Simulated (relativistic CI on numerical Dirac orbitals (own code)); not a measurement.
**Judd-Ofelt analysis for Tm3+**

Method of calculation: Dirac-Coulomb-Breit CI, separate exchange-only KLI orbitals for each configuration, QED by a radiative potential, valence Slater integrals scaled by 0.75 (own radial code, finite nucleus).

Configuration 4f12 alone, in intermediate coupling. Take Ω₂ = 2.92, Ω₄ = 3.67, Ω₆ = 1.79 (10⁻²⁰ cm²) and refractive index n = 1.91 as given. A_ED = 64π⁴e²ν³ n(n² + 2)²/[27h(2J + 1)] Σ Ω_λ |U^λ|², in Gaussian units with ν in cm⁻¹, and A_MD is n³ times the free-ion magnetic-dipole rate; a dash marks a rate that is forbidden or under 2 % of the level's free-ion decay.

Emitting level 1G_4 at 19868 cm⁻¹ (radiative decay alone: multiphonon quenching in a host is left out, and the level can lie too high or too low):

```csv
To,ν (cm⁻¹),U² squared,U⁴ squared,U⁶ squared,Free-ion A(M1) (s⁻¹)
3H_6,19868,0.0477,0.0807,0.0078,-
3F_4,14897,0.0016,0.0177,0.0751,0.957
3H_5,11782,0.0838,0.0102,0.6061,20.9
3H_4,7786,0.1761,0.0055,0.4391,4.75
3F_3,5768,0.0135,0.0915,0.3575,-
3F_2,5355,0.0141,0.0863,0.0449,-
```

Task: Give the rates, branching ratios and the radiative lifetime.

Result: The rates are:

```
  To  λ (nm)  A_ED (s⁻¹)  A_MD (s⁻¹)  β (%)
3H_6     503        1920           0   46.0
3F_4     671         367        6.67    9.0
3H_5     849        1220         146   32.7
3H_4    1284         339        33.1    8.9
3F_3    1734         106           0    2.5
3F_2    1867        36.7           0    0.9
```

τ_rad = 2.40e-04 s. Computed level positions enter as ν³, so measured ones would change the rates. For the strongest line (503 nm) and an assumed effective width Δλ = 7.6 nm (300 cm⁻¹), the Füchtbauer-Ladenburg formula σ = λ⁴A/(8πcn²Δλ) gives a peak emission cross-section of 0.59 × 10⁻²⁰ cm².
